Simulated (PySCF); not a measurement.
A survey of ¹⁹F NMR shifts

Non-relativistic, in vacuum, a single conformation, one averaged value for each set of equivalent atoms. Geometry: GFN2-xTB; PBE0/pcSseg-1 with gauge-including orbitals; PySCF 2.14.0 with density-fitted response routines.

Shieldings were converted by a linear fit to measured shifts: ¹⁹F: δ = 146.13 − 0.903σ +14.6 on sp3 carbon (rms 6.0 ppm, 223 shifts, 7.0 ppm with the 5 outliers that the fit left out vs CFCl3, solution or neat liquid). Occasional misses reach two or three times the rms, and more in compound classes unlike the fitted ones.

Question: Give the ¹⁹F shifts of `C=C[SiH2]CF`, `CC(F)=C(F)F`, `F[C@@H]1C[C@H]1[SiH3]`.

Answer: 
```csv
compound,environment,δ (ppm)
C=C[SiH2]CF,fluorine on an sp3 carbon,-264.5
[CH3:1][C:2]([F:3])=[C:4]([F:5])[F:6],F6: vinylic fluorine,-105.8
[CH3:1][C:2]([F:3])=[C:4]([F:5])[F:6],F5: vinylic fluorine,-123.5
[CH3:1][C:2]([F:3])=[C:4]([F:5])[F:6],F3: vinylic fluorine,-175.9
F[C@@H]1C[C@H]1[SiH3],fluorine on an sp3 carbon,-199.2
```

Question: Match the shifts -132.4, -157.3, -199.2, -264.3 ppm to `C=C[SiH2]CF`, `FC1C[SiH2]C1`, `F[C@@H]1C[C@H]1[SiH3]`, `F/C=C\F`.

Answer: -132.4: FC1C[SiH2]C1 (fluorine on an sp3 carbon); -157.3: F/C=C\F (vinylic fluorine); -199.2: F[C@@H]1C[C@H]1[SiH3] (fluorine on an sp3 carbon); -264.3: C=C[SiH2]CF (fluorine on an sp3 carbon).
